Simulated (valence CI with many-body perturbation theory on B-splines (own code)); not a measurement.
## Forbidden lines of Xe XLVII

Calculated by configuration interaction combined with many-body perturbation theory (CI+MBPT): six valence electrons over a frozen Dirac-Fock core [He], radial functions for each j: 9 s, 9 p, 8 d, 6 f, 3 g, 1 h, with the one-electron correlation potential Σ1, the two-electron term Σ2, the three-electron term Σ3, Breit, model QED; selected CI, second order for the rest, scaled by the run's own slope (own B-spline code, finite nucleus).

The last digits are not significant, and no measured levels were compared; by estimate large intervals hold to a few tenths of a per cent, small ones and those within an open d or f shell to about a per cent. Among the levels kept, up to 2500 cm⁻¹ of a level comes from second order outside the variational space, and about a tenth of that is noise between levels of different J, which matters for small intervals.

Lines 1 to 50 of 59 in falling wavelength, among levels below 374.23 Ry, chosen from the decays that carry over 1 % of a level's rate. Wavelengths and rates use the calculated energies. Electric multipoles are in the length gauge with retardation, E1 and E2 with the static RPA response of the core. M1 uses the relativistic operator with retardation. S is in atomic units (e²a₀⁴ for E2 and M2, e²a₀⁶ for E3), for M1 in squared Bohr magnetons. Weak lines are less certain than strong ones. Lines between different terms over intervals too small for the method are left out, as are lines whose strength nearly cancels. The highest levels of a list are the least certain.

Levels are named by their leading jj configuration (3d3/2^4 stands for four electrons in 3d with j = 3/2), which in mixed levels can hold well under half, so a name can repeat and another be missing. Letters in brackets count levels of one name in rising energy.

```tsv
λ vac (Å)	Upper	Lower	Type	A (s⁻¹)	S (a.u.)
326.1	(2s^2 2p1/2^2 2p3/2^2) J=0	(2s^2 2p1/2^2 2p3/2^2) J=2	E2	3.08e+01	1.02e-04
41.87	(2s^2 2p1/2 2p3/2^3) J=1	(2s^2 2p1/2^2 2p3/2^2) J=0	M1	9.16e+07	7.48e-01
37.11	(2s^2 2p1/2 2p3/2^3) J=1	(2s^2 2p1/2^2 2p3/2^2) J=2	M1	3.05e+08	1.73e+00
35.35	(2s^2 2p1/2 2p3/2^3) J=2	(2s^2 2p1/2^2 2p3/2^2) J=2	M1	1.88e+08	1.54e+00
34.00	(2s^2 2p3/2^4) J=0	(2s^2 2p1/2 2p3/2^3) J=1	M1	8.35e+08	1.22e+00
2.993	(2s^2 2p1/2^2 2p3/2 3d5/2) J=4	(2s 2p1/2^2 2p3/2^3) J=2	E2	4.19e+08	8.09e-07
2.795	(2s 2p1/2^2 2p3/2^2 3p1/2) J=3	(2s 2p1/2^2 2p3/2^3) J=1	E2	2.20e+10	2.35e-05
2.778	(2s^2 2p1/2 2p3/2^2 3d5/2) J=4 [a]	(2s 2p1/2^2 2p3/2^3) J=2	E2	3.89e+08	5.17e-07
2.762	(2s 2p1/2^2 2p3/2^2 3p1/2) J=3	(2s 2p1/2^2 2p3/2^3) J=2	E2	1.53e+11	1.54e-04
2.758	(2s^2 2p1/2^2 2p3/2 3p1/2) J=2	(2s^2 2p1/2^2 2p3/2^2) J=0	E2	6.15e+10	4.38e-05
2.756	(2s^2 2p1/2 2p3/2^2 3p1/2) J=1 [a]	(2s^2 2p1/2 2p3/2^3) J=2	E2	3.73e+10	1.59e-05
2.751	(2s^2 2p1/2 2p3/2^2 3p1/2) J=2 [a]	(2s^2 2p1/2 2p3/2^3) J=2	E2	4.89e+09	3.44e-06
2.745	(2s^2 2p1/2 2p3/2^2 3p1/2) J=1 [a]	(2s^2 2p1/2 2p3/2^3) J=1	E2	3.62e+10	1.51e-05
2.742	(2s^2 2p1/2 2p3/2^2 3p1/2) J=3	(2s^2 2p1/2 2p3/2^3) J=2	E2	2.03e+11	1.97e-04
2.741	(2s^2 2p1/2 2p3/2^2 3p1/2) J=2 [a]	(2s^2 2p1/2 2p3/2^3) J=1	E2	1.69e+11	1.17e-04
2.736	(2s^2 2p1/2^2 2p3/2 3p1/2) J=1	(2s^2 2p1/2^2 2p3/2^2) J=2	E2	1.82e+11	7.47e-05
2.735	(2s^2 2p1/2^2 2p3/2 3p1/2) J=2	(2s^2 2p1/2^2 2p3/2^2) J=2	E2	2.40e+11	1.64e-04
2.732	(2s^2 2p1/2 2p3/2^2 3p1/2) J=3	(2s^2 2p1/2 2p3/2^3) J=1	E2	3.35e+10	3.19e-05
2.728	(2s^2 2p1/2 2p3/2^2 3p1/2) J=2 [b]	(2s^2 2p1/2 2p3/2^3) J=2	E2	1.10e+11	7.40e-05
2.724	(2s^2 2p1/2 2p3/2^2 3p1/2) J=1 [b]	(2s^2 2p1/2 2p3/2^3) J=2	E2	1.01e+11	4.06e-05
2.718	(2s^2 2p1/2 2p3/2^2 3p1/2) J=2 [b]	(2s^2 2p1/2 2p3/2^3) J=1	E2	1.67e+10	1.10e-05
2.714	(2s^2 2p1/2 2p3/2^2 3p1/2) J=1 [b]	(2s^2 2p1/2 2p3/2^3) J=1	E2	1.04e+11	4.10e-05
2.707	(2s^2 2p1/2 2p3/2^2 3p1/2) J=0	(2s^2 2p1/2 2p3/2^3) J=2	E2	2.22e+11	2.88e-05
2.699	(2s^2 2p1/2 2p3/2^2 3p3/2) J=3 [a]	(2s^2 2p1/2 2p3/2^3) J=2	E2	1.84e+10	1.65e-05
2.697	(2s^2 2p1/2 2p3/2^2 3p3/2) J=2 [a]	(2s^2 2p1/2 2p3/2^3) J=2	E2	1.41e+10	9.01e-06
2.696	(2s^2 2p1/2 2p3/2^2 3p3/2) J=0	(2s^2 2p1/2 2p3/2^3) J=2	E2	9.90e+09	1.26e-06
2.691	(2s^2 2p1/2^2 2p3/2 3p3/2) J=2	(2s^2 2p1/2^2 2p3/2^2) J=0	E2	7.46e+10	4.70e-05
2.689	(2s^2 2p1/2 2p3/2^2 3p3/2) J=3 [a]	(2s^2 2p1/2 2p3/2^3) J=1	E2	4.04e+10	3.55e-05
2.689	(2s^2 2p1/2 2p3/2^2 3p3/2) J=1 [a]	(2s^2 2p1/2 2p3/2^3) J=2	E2	3.73e+09	1.41e-06
2.688	(2s^2 2p1/2 2p3/2^2 3p3/2) J=2 [a]	(2s^2 2p1/2 2p3/2^3) J=1	E2	6.84e+10	4.28e-05
2.687	(2s^2 2p1/2 2p3/2^2 3p3/2) J=3 [b]	(2s^2 2p1/2 2p3/2^3) J=2	E2	5.96e+10	5.22e-05
2.685	(2s^2 2p1/2 2p3/2^2 3p3/2) J=4	(2s^2 2p1/2 2p3/2^3) J=2	E2	6.15e+10	6.90e-05
2.680	(2s^2 2p1/2^2 2p3/2 3p3/2) J=3	(2s^2 2p1/2^2 2p3/2^2) J=2	E2	1.29e+11	1.12e-04
2.679	(2s^2 2p1/2^2 2p3/2 3p3/2) J=1	(2s^2 2p1/2^2 2p3/2^2) J=2	E2	1.39e+11	5.14e-05
2.679	(2s^2 2p1/2 2p3/2^2 3p3/2) J=1 [a]	(2s^2 2p1/2 2p3/2^3) J=1	E2	5.08e+10	1.88e-05
2.677	(2s^2 2p1/2 2p3/2^2 3p3/2) J=3 [b]	(2s^2 2p1/2 2p3/2^3) J=1	E2	2.09e+10	1.80e-05
2.676	(2s^2 2p1/2 2p3/2^2 3p3/2) J=1 [b]	(2s^2 2p1/2 2p3/2^3) J=2	E2	1.29e+11	4.72e-05
2.670	(2s^2 2p1/2 2p3/2^2 3p3/2) J=2 [b]	(2s^2 2p1/2 2p3/2^3) J=2	E2	1.65e+11	9.99e-05
2.666	(2s^2 2p1/2 2p3/2^2 3p3/2) J=1 [b]	(2s^2 2p1/2 2p3/2^3) J=1	E2	7.55e+10	2.73e-05
2.660	(2s^2 2p1/2 2p3/2^2 3p3/2) J=2 [b]	(2s^2 2p1/2 2p3/2^3) J=1	E2	5.89e+10	3.51e-05
2.659	(2s^2 2p1/2^2 2p3/2 3p3/2) J=0	(2s^2 2p1/2^2 2p3/2^2) J=2	E2	3.72e+11	4.41e-05
2.635	(2s^2 2p1/2 2p3/2^2 3d5/2) J=4 [a]	(2s^2 2p1/2 2p3/2^3) J=2	M2	4.48e+08	4.57e-07
2.624	(2s^2 2p1/2 2p3/2^2 3d5/2) J=4 [b]	(2s^2 2p1/2 2p3/2^3) J=2	M2	7.47e+09	7.46e-06
2.617	(2s^2 2p1/2^2 2p3/2 3d5/2) J=4	(2s^2 2p1/2^2 2p3/2^2) J=2	M2	4.75e+09	4.69e-06
2.617	(2s^2 2p1/2^2 2p3/2 3d5/2) J=4	(2s^2 2p1/2^2 2p3/2^2) J=2	E3	3.25e+08	7.82e-06
2.514	(2s^2 2p1/2 2p3/2^2 3p1/2) J=0	(2s^2 2p1/2^2 2p3/2^2) J=2	E2	9.47e+09	8.49e-07
2.508	(2s^2 2p1/2 2p3/2^2 3p3/2) J=3 [a]	(2s^2 2p1/2^2 2p3/2^2) J=2	E2	5.37e+10	3.33e-05
2.506	(2s^2 2p1/2 2p3/2^2 3p3/2) J=2 [a]	(2s^2 2p1/2^2 2p3/2^2) J=2	E2	6.18e+10	2.73e-05
2.505	(2s^2 2p1/2 2p3/2^2 3p3/2) J=0	(2s^2 2p1/2^2 2p3/2^2) J=2	E2	1.25e+11	1.10e-05
2.499	(2s^2 2p1/2 2p3/2^2 3p3/2) J=1 [a]	(2s^2 2p1/2^2 2p3/2^2) J=2	E2	1.03e+11	2.68e-05
```
